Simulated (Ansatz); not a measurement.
Two structures of GeH₆SO, singlet, reached by relaxing down either side of one saddle point (PBE0-D4/def2-TZVP). Energies are electronic, without zero-point energy. Program: Ansatz 0.2.0. Basis: def2-TZVPP and def2-QZVPP. Cores are frozen in the correlated methods. Filled d shells of the heavier atoms are correlated. The def2 sets are not built for correlating such inner shells, so the correlated values are less sure here. Extrapolation: Hartree–Fock as exp(−7.88 √X), correlation as X^−2.97. First:

| atom | x (Å) | y (Å) | z (Å) |
| --- | --- | --- | --- |
| Ge1 | -0.6762 | 0.9955 | 0.5647 |
| S2 | 0.2424 | -0.8236 | 1.4944 |
| H3 | 0.2900 | 1.5883 | -0.4663 |
| H4 | -0.9659 | 2.0218 | 1.6720 |
| H5 | -1.9715 | 0.4978 | -0.0760 |
| H6 | 0.4608 | -1.4720 | -0.8947 |
| O7 | 0.2020 | -1.3355 | -1.8153 |
| H8 | 1.3924 | -0.2118 | 1.8219 |
| H9 | 1.0260 | -1.2604 | -2.3007 |

Second:

```
9
angstrom
Ge -0.6789 1.0637 -0.5718
S 0.3429 -1.9596 1.8822
H -0.9906 1.9630 -1.7825
H 0.1722 1.8327 0.4535
H -1.9462 0.4857 0.0568
H 0.4677 -1.5940 0.5902
O 0.2312 -0.3707 -1.1463
H 1.4409 -1.2795 2.2434
H 0.9609 -0.1413 -1.7256
```

(1) Which bonds change from the first to the second?

(2) Give the saddle point's structure and its height above each. (An estimate is asked for; the value comes from the calculation.)

No T1 diagnostic of these runs exceeds 0.013.

## Answers

(1) GeH₄S ([SH][GeH3]) + H₂O → GeH₄O ([OH][GeH3]) + H₂S; bonds formed: Ge1–O7, S2–H6; bonds broken: Ge1–S2, H6–O7.

(2) Computed: 1.484 eV above the first and 1.193 eV above the second (CCSD(T) at an estimated basis limit (MP2 extrapolated from triple and quadruple zeta, plus CCSD(T) − MP2 in triple zeta)).
Ge1  (-0.611, 0.768, -0.102)
S2  (0.080, -1.311, 1.524)
H3  (-0.624, 1.594, -1.427)
H4  (0.210, 1.609, 0.880)
H5  (-2.060, 0.419, 0.224)
H6  (0.502, -1.251, -0.240)
O7  (0.271, -0.685, -1.126)
H8  (1.203, -0.703, 1.939)
H9  (1.030, -0.440, -1.671)
(Å)

Labels in which every atom is bracketed show which atoms are joined, not bond orders.

For scale, one of the runs: CCSD(T)/def2-TZVPP, 205 basis functions (an equivalent command: `ansatz run in.yaml --threads 4`). The run took 110 s on 4 CPU threads (shared host), with 2.6 GiB of host memory at its peak.
